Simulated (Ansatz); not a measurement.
Ansatz results at the PBE0-D4/def2-TZVP geometry: LUMO energy (ωB97M-V/def2-TZVPP) 2.58 eV; HOMO energy (PBE0/def2-TZVPP) -8.20 eV; HOMO–LUMO gap (PBE/def2-TZVPP) 7.02 eV.

Each molecule was computed in one conformer, which needn't be the lowest.

(1) Which molecule gave them?
A. `FCN[SiH3]`
B. `C=[CH][AlH][SiH2]Cl`
C. `C[B]1[O][GeH2]1`
D. `FCNCF`

## Answers

(1) D. The others give `C[B]1[O][GeH2]1`: 0.80, -6.72, 3.85; `C=[CH][AlH][SiH2]Cl`: -0.44, -7.41, 3.36; `FCN[SiH3]`: 1.92, -7.79, 5.88.
